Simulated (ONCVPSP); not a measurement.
**What one change does to a pseudopotential (nickel, ONCV)**

* Element: Ni (Z = 28)
* Generator: ONCVPSP 4.0.1
* Type: optimised norm-conserving Vanderbilt (ONCV)
* Functional: PBE
* Relativity: scalar-relativistic
* Frozen core: [Ne]
* Valence charge: 18
* Reference configuration: 3s2 3p6 3d8 4s2
* Partial waves: 3s+4s: rc 1.15 bohr, ncon 4, nbas 9, qcut 13.8 1/bohr, 2 projectors; 3p: rc 0.70 bohr, ncon 4, nbas 7, qcut 13.4 1/bohr, 3 projectors, debl 1.8 Ha; 3d: rc 1.25 bohr, ncon 3, nbas 8, qcut 15 1/bohr, 2 projectors, debl 1.6 Ha; f scattering state at 0.32 Ha: rc 1.15 bohr, ncon 5, nbas 8, qcut 10.9 1/bohr, 2 projectors, debl 1.1 Ha
* Local potential: polynomial inside 0.55 bohr (lpopt 5, dvloc0 -1 Ha)
* Core correction: polynomial model core, fcfact 0.65

In the p channel the program set the typed energies aside and used -2.623, 0.250, 2.050 Ha.

Change: d: qcut 8.9.

Cutoffs: the cutoffs (Ha) at which the residual kinetic energy of the hardest occupied pseudo-wave falls to 1 and 0.1 mHa per electron; they do not see the model core or the augmentation charge, which bear on the density cutoff. Errors are all-electron minus pseudo energies relative to the spin-unpolarised reference configuration.

**Question.** What does the change do?

**Answer.** The potential gets harder (81 Ha and 159 Ha → 102 Ha and 226 Ha); both files keep a bound ghost (p); of the 4 tests that both files solve, the error grows in 4 and shrinks in 0 by more than 15 % and 0.3 meV (median size 1.4 → 4.4 meV); the range in which the d phases agree narrows (upper end at the end of the scan → 3.6).

```tsv
quantity	base	changed
cutoff, loose	81 Ha	102 Ha
cutoff, tight	159 Ha	226 Ha
loose cutoff by channel	s 54 Ha, p 81 Ha, d 75 Ha	s 54 Ha, p 81 Ha, d 102 Ha
bound ghosts	p	p
GHOST(+) flags under 300 eV	none	none
error for 3s2 3p6 3d8 4s1, meV [ΔE 9.32 eV]	-0.1	+0.9
error for 3s2 3p6 3d8 4s0, meV [ΔE 26.67 eV]	+1.5	+6.6
error for 3s2 3p6 3d7 4s0, meV [ΔE 64.14 eV]	-1.4	-2.2
error for 3s2 3p5 3d8 4s2, meV [ΔE 79.52 eV]	-33	-185
s: phases at 1.17 bohr within 0.05 rad from the reference energy up to (Ha; the scan ends near 5)	to the end of the scan	to the end of the scan
p: phases at 0.71 bohr within 0.05 rad from the reference energy up to (Ha; the scan ends near 5)	to the end of the scan	to the end of the scan
d: phases at 1.27 bohr within 0.05 rad from the reference energy up to (Ha; the scan ends near 5)	to the end of the scan	3.6
f: phases at 1.17 bohr within 0.05 rad from the reference energy up to (Ha; the scan ends near 5)	to the end of the scan	to the end of the scan
rms error of d²Exc/dni dnj with the model core, mHa	1.43	0.83
```

 A true bound ghost makes a file unfit for plane-wave use even where its test errors are small: the radial tests pick states by their node count and pass the ghost by.
